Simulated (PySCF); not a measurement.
BLYP on Sb- (antimony, charge -1), [Kr] 4d10 5s2 5p4, high-spin 3P determinant. Calculation: PySCF 2.14, in aug-cc-pVDZ-PP with ECP28MDF (5s4p3d, 32 functions); a scalar-relativistic core potential.

```
cycle= 1 E= -240.192146487594  delta_E= -0.0102  |g|= 0.0164  |ddm|= 0.573
cycle= 2 E= -240.192145205258  delta_E= 1.28e-06  |g|= 0.0114  |ddm|= 0.102
cycle= 3 E= -240.192294605269  delta_E= -0.000149  |g|= 0.00886  |ddm|= 0.0845
cycle= 4 E= -240.192371908979  delta_E= -7.73e-05  |g|= 0.000448  |ddm|= 0.0299
cycle= 5 E= -240.192372305938  delta_E= -3.97e-07  |g|= 4.14e-05  |ddm|= 0.00254
cycle= 6 E= -240.192372310702  delta_E= -4.76e-09  |g|= 3.68e-06  |ddm|= 0.000316
cycle= 7 E= -240.192372310728  delta_E= -2.62e-11  |g|= 1.75e-07  |ddm|= 1.9e-05
converged SCF energy = -240.192372310728  <S^2> = 2.0053652  2S+1 = 3.0035747
```

Highest occupied orbital energy: 1.540 eV; ⟨L²⟩ = 2.02; populations by l: s 4.00, p 10.00, d 10.00.

Can this result be used?

With care. The calculation finished and met its thresholds. Energies and moments cover only the electrons outside the core potential. At BLYP the highest occupied level has a positive energy, so only the finite basis holds that electron; in a semilocal or global hybrid functional this comes from self-interaction and does not mean that the real anion is unbound.
